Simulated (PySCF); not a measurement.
NICS in rings of unrelated molecules.

Definitions: NICS(0) = −σiso at the ring centroid; NICS(1) = −σiso and NICS(1)zz = −σzz at ±1 Å along the ring normal z. Level: GIAO PBE0/pcSseg-1 (PySCF, non-relativistic, gas phase) on the GFN2-xTB geometries, one conformer each. Atom numbers follow the mapped SMILES.

Question: Order these rings by mean NICS(1)zz, lowest (most negative) first (ppm).
A. ring C3–C4–C5–C6–C7–C9 in `[CH3:1][S:2][c:3]1[cH:4][cH:5][cH:6][c:7]([NH3+:8])[cH:9]1` (charge +1)
B. ring C4–C5–C6 in `[OH:1][CH2:2][CH:3]=[C:4]1[CH:5]=[CH:6]1`
C. ring C2–C3–C5–O6–S7 in `[CH3:1][C@@H:2]1[C@H:3]([F:4])[CH2:5][O:6][S:7]1(=[O:8])=[O:9]`
D. ring C3–C5–O6–S7–O9 in `[CH3:1][CH2:2][C@@:3]1([F:4])[CH2:5][O:6][S@:7](=[O:8])[O:9]1`
E. ring C6–C8–C9 in `[F:1][C:2]([F:3])=[C:4]([F:5])[C:6]1([S-:7])[CH2:8][CH2:9]1` (charge -1)
F. ring Si4–C5–C6–C9 in `[CH:1]#[C:2][SiH2:3][Si@H:4]1[CH2:5][C@H:6]([CH2:7][OH:8])[CH2:9]1`

Answer: A (-24.0), E (-20.4), B (-11.8), D (-5.4), C (-2.8), F (5.7).

| SMILES | ring | NICS(0) | NICS(1) | NICS(1)zz | HOMA | rms pucker (Å) | ring atoms with four or more neighbours |
| --- | --- | --- | --- | --- | --- | --- | --- |
| CSc1cccc([NH3+])c1 | 6-membered carbocycle; formal bonds all aromatic | -8.5 | -10.1 | -24.0 | 0.98 | 0.00 | 0 |
| FC(F)=C(F)C1([S-])CC1 | 3-membered carbocycle; formal bonds all single | -42.6 | -7.8 | -20.4 | – | 0.00 | 3 |
| OCC=C1C=C1 | 3-membered carbocycle; formal bonds 1 double, 2 single | -22.8 | -7.8 | -11.8 | -0.04 | 0.00 | 0 |
| CC[C@@]1(F)CO[S@](=O)O1 | 5-membered ring with 2 O and S; formal bonds all single | -8.5 | -3.1 | -5.4 | – | 0.11 | 2 |
| C[C@@H]1[C@H](F)COS1(=O)=O | 5-membered ring with O and S; formal bonds all single | -6.7 | -3.7 | -2.8 | – | 0.20 | 4 |
| C#C[SiH2][Si@H]1C[C@H](CO)C1 | 4-membered ring with Si; formal bonds all single | 0.3 | -0.8 | 5.7 | – | 0.09 | 4 |

NICS(0) gives another order. The isotropic NICS(1) gives another order. HOMA uses Krygowski's 1993 parameters; it is left out where a ring has a four-coordinate atom, a triple bond, no multiple bond or a kind of bond without parameters. NICS(1) and NICS(1)zz are means over the two faces.
